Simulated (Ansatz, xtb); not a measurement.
## GaH3O2S: which of two conformers lies lower

Structure a is `[OH][Ga]([OH])[SH]`, a singlet and structure b is `[OH][Ga]([OH])[SH]`, a singlet. Both are isolated molecules in the gas phase, relaxed with PBE0-D4/def2-SVP.

a (Å):

```xyz
7

Ga   -0.6098   -0.5357    1.2226
O    -0.9607    1.0489    0.4971
O     1.0207   -0.7817    1.8781
S    -2.0485   -2.1812    1.3551
H    -1.8524    1.1524    0.1506
H     1.5870   -0.0088    1.7775
H    -1.1441   -2.9758    1.9707
```

b (Å):

| atom | x (Å) | y (Å) | z (Å) |
| --- | --- | --- | --- |
| Ga | -0.8058 | 0.4321 | 1.0668 |
| O | -2.3898 | -0.1399 | 1.6165 |
| O | -0.6212 | 0.7156 | -0.6812 |
| S | 0.7575 | 0.7329 | 2.5730 |
| H | -3.0221 | -0.2473 | 0.8979 |
| H | 0.2443 | 1.0253 | -0.9641 |
| H | 1.6715 | 1.1410 | 1.6652 |

**Question.** Estimate E(b) − E(a) at the level CCSD(T)/def2-SVP + ΔMP2/def2-TZVPP.

**Answer.** Too close to call at this level: CCSD(T)/def2-SVP + ΔMP2/def2-TZVPP gives E(b) − E(a) = +0.023 eV.

Level by level:

```csv
level,geometry,E(b) − E(a) (eV),departure from the last row (eV),"job, with rough time for the two"
PBE0-D4/def2-SVP,PBE0-D4/def2-SVP,+0.043,+0.019,"optimisation, 26 s"
HF/def2-SVP,PBE0-D4/def2-SVP,+0.041,+0.018,part of the CCSD(T) run
MP2/def2-SVP,PBE0-D4/def2-SVP,+0.041,+0.018,part of the CCSD(T) run
CCSD(T)/def2-SVP,PBE0-D4/def2-SVP,+0.038,+0.015,single point
CCSD(T)/def2-SVP + ΔMP2/def2-TZVPP,PBE0-D4/def2-SVP,+0.023,,"single point, 19 s"
```

The largest departure from CCSD(T)/def2-SVP + ΔMP2/def2-TZVPP is that of PBE0-D4/def2-SVP, 0.019 eV. Levels run at GFN2-xTB geometries aren't shown. The last row adds to CCSD(T) the change of the MP2 difference between the two basis sets, here −0.015 eV.

With harmonic frequencies from PBE0-D4/def2-SVP (ideal gas, rigid rotor, one conformer each, 298.15 K, 1 atm): on the last row, ΔE + ΔZPE = +0.021, ΔH = +0.023, ΔG = +0.019 eV.

The correlated steps freeze 16 core orbitals; the filled d shell of Ga is correlated, in a basis made for valence electrons. Run with Ansatz 0.2.0; the last row on 2 threads of Arm Neoverse V1 on a shared host.
